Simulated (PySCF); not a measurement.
# Simulated absorption spectrum

C5H11NSi.
SMILES: `C/N=C/C1C[SiH2]C1`

The calculation used PySCF 2.14.0, density-fitted response routines, TDDFT PBE0/def2-SVPD, vertical, gas phase, core orbitals frozen in the response. The structure is a single PBE0-D3(BJ)/def2-SVP conformer in the gas phase; no vibrational or solvent corrections. Torsions of this conformer, `[CH3:1]/[N:2]=[CH:3]/[CH:4]1[CH2:5][SiH2:6][CH2:7]1`: N2–C3–C4–C5 112°.

Broadening: Gaussians 0.25 eV wide at half height, area fixed by f = 4.319×10⁻⁹ ∫ε dν̃. The cross-section is σ = 3.8235×10⁻²¹ ε cm², given in Mb (10⁻¹⁸ cm²). The width is an assumption, not a result. The curve ends short of the highest state used, and states not computed would add to its high-energy end.

```csv
E (eV),σ (Mb)
4.75,0.00
4.81,0.01
4.87,0.04
4.94,0.17
5.00,0.39
5.06,0.64
5.13,0.76
5.19,0.63
5.25,0.38
5.31,0.16
5.38,0.04
5.44,0.01
5.50,0.00
5.57,0.00
5.63,0.00
5.69,0.00
5.75,0.00
5.82,0.00
5.88,0.00
5.94,0.00
6.00,0.00
6.07,0.01
6.13,0.07
6.19,0.44
6.26,2.49
6.32,7.76
6.38,17.57
6.44,28.91
6.51,34.64
6.57,29.16
6.63,19.96
6.70,16.25
6.76,22.85
6.82,34.37
6.88,44.15
6.95,47.82
```

**Question.** Where are the band maxima, and which computed states make them?

**Answer.** 242 nm (5.12 eV), ε about 200, made up of S1 (100%); 191 nm (6.50 eV), ε about 9100, made up of S2 (100%); 179 nm (6.94 eV), ε about 13000, made up of S4 (43%) and S5 (50%) (ε in L mol⁻¹ cm⁻¹; maxima over ε = 5, shares over 10%). The states used: S1 5.12 eV (f 0.0019); S2 6.50 eV (f 0.084); S3 6.82 eV (f 0.013); S4 6.87 eV (f 0.063); S5 7.01 eV (f 0.072); S6 7.25 eV (f 0.062); S7 7.35 eV (f 0.0055); S8 7.45 eV (f 0.089); S9 7.50 eV (f 0.066); S10 7.55 eV (f 0.069).

**Question.** What would ε be at 6.94 eV, the highest of these maxima, with half the width (0.125 eV)?

**Answer.** About 12400 L mol⁻¹ cm⁻¹ against 12500, a factor of about 1.0; a lone state at its own centre would give exactly 2.

**Question.** On this curve, what absorbance would a 10⁻³ mol/L sample give at 254 nm over a 1 cm path?

**Answer.** 254 nm is 4.881 eV, where ε is about 15 L mol⁻¹ cm⁻¹, so A = ε c l ≈ 0.015 (Beer–Lambert, with the gas-phase spectrum and the assumed width).

**Question.** Coming from long wavelengths, where does ε first pass 100 L mol⁻¹ cm⁻¹?

**Answer.** At about 248 nm (5.00 eV), 0.12 eV below S1.

All these states lie below the vertical ionisation energy of 9.00 eV (ΔSCF).

Time: 5.1 min (grids of density and orbitals included); peak memory 1.1 GiB. Hardware: an Arm Neoverse V2 with one thread, on a shared host.
